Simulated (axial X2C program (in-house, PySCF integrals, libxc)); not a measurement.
# Ω levels of NPrO⁻ from open-shell CI on f(δφ)1 f(π)0

Computed with an in-house all-electron X2C program for linear molecules (integrals from PySCF): two-component X2C with atomic mean-field Coulomb and Gaunt terms, basis N dyall-v2z, Pr dyall-v2z, O dyall-v2z (cores contracted in-house). Orbitals come from Hartree–Fock averaged over the configuration Pr f(δφ)1 f(π)0; CI then distributes these electrons over the f(δφ), f(π) shells of Pr.

N–Pr–O held linear, bonds 1.768 and 1.720 Å (the second held) (near the minimum of the configuration average).

Active spinors (ω > 0):

| shell | ω | ε (eV) | character |
| --- | --- | --- | --- |
| f(δφ) | 3/2 | 14.61 | 100% Pr f |
| f(δφ) | 5/2 | 14.72 | 100% Pr f |
| f(δφ) | 5/2 | 14.98 | 100% Pr f |
| f(δφ) | 7/2 | 15.13 | 100% Pr f |
| f(π) | 1/2 | 15.70 | 72% Pr f, 11% Pr d, 9% N p |
| f(π) | 3/2 | 15.72 | 73% Pr f, 10% Pr d, 9% N p |

Lowest levels of this model:

```csv
Ω,energy (cm⁻¹),g∥,configuration
5/2,0,4.16,100% f(δφ)1
3/2,1669,2.02,100% f(δφ)1
7/2,2453,8.00,100% f(δφ)1
5/2,3512,5.84,100% f(δφ)1
```

g∥ is the magnitude of 2⟨Lz + ge Sz⟩ for the +Ω component.

Q: From Ω and g∥ of the lowest level, whose 2⟨Lz + ge Sz⟩ is positive, find ⟨Sz⟩ and ⟨Lz⟩ (ge = 2.0023).

A: Ω = ⟨Lz⟩ + ⟨Sz⟩ = 5/2 and ⟨Lz⟩ + ge⟨Sz⟩ = 2.080, so ⟨Sz⟩ = -0.42 and ⟨Lz⟩ = 2.92.

Occupations of the active spinors in the lowest level by ω, shell by shell in order of energy: -7/2: 0.00; -5/2: 0.00 0.00; -3/2: 0.00 0.00; -1/2: 0.00; 1/2: 0.00; 3/2: 0.00 0.00; 5/2: 0.46 0.54; 7/2: 0.00. The leading determinant has weight 0.54 among 2.

This point took 1.4 s on 1 thread of Arm Neoverse V1, with other jobs on the host.

There is no dynamic correlation: spin–orbit spacings and, for f shells, spacings inside one term are the most reliable numbers, splittings between terms come out too wide, and energies between configurations are not reliable, so the lowest level need not be the ground state of the molecule. At most 6 roots were kept for each Ω > 0 (twice that for Ω = 0) within 3.5 eV of the lowest, so higher up levels can be missing between those listed; levels with Ω > 0 are doubly degenerate and listed once, Ω = 0 levels singly. States that fill the shells left empty in the average are placed too high. For an anion, levels above electron detachment are held by the basis set. The molecule was held linear; bending was not examined.
